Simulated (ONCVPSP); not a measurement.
gallium (Ga), ONCV: configuration errors across variants

ONCVPSP 4.0.1 input, shortened (lines: element, Z, core and valence counts, functional; n l f; lmax; l rc ep ncon nbas qcut; lloc lpopt rc5 dvloc0; l nproj debl; icmod fcfact rcfact), PW91, scalar-relativistic:

```
  Ga 31.00    6    2  -109134      upf
    1    0    2.00
    2    0    2.00
    2    1    6.00
    3    0    2.00
    3    1    6.00
    3    2   10.00
    4    0    2.00
    4    1    1.00
    2
    0    1.55    0.00    3    7    4.30
    1    2.80    0.00    4    8    3.10
    2    2.45    0.20    4    6    3.50
    4    5    1.45    6.00
    0    1    2.70
    1    1    2.20
    2    3    3.70
    3    2.50    1.45
```

All-electron excitation energies from the reference (eV): (1) 4s2 4p0 5.747; (2) 4s1 4p0 26.970; (3) 4s2 4p0.5 2.055; (4) 4s1 4p1 13.147.

2 further variants failed, have other tests or too few solved ones, and are left out.

A true bound ghost makes a file unfit for plane-wave use even where its test errors are small: the radial tests pick states by their node count and pass the ghost by.

Errors AE − PS in meV (a dash: test not solved or not reliable):

```tsv
change	(1)	(2)	(3)	(4)	bound ghosts	GHOST(+) flags above zero
base	-12	-167	-1.1	-28	none	d
local potential polynomial inside 1.45 bohr (lpopt 5, dvloc0 2 Ha)	-11	-164	-1.0	-26	none	d
d: rc 3.3	-12	-167	-1.1	-28	d	d
d: rc 3.24	-12	-167	-1.1	-28	none	d
p: qcut 1.8	-10.0	-159	-0.9	-32	none	d
core correction Teter function, fcfact 2.5, rcfact 1.44	-10	-159	-0.9	-27	none	d
d: qcut 3.8	-12	-167	-1.1	-28	none	d
```

Question: Give the same row for: core correction Teter function, fcfact 5.6, rcfact 1.45.

Answer: -34, -343, -4.4, -57; bound ghosts: none; GHOST(+) flags above zero: d.
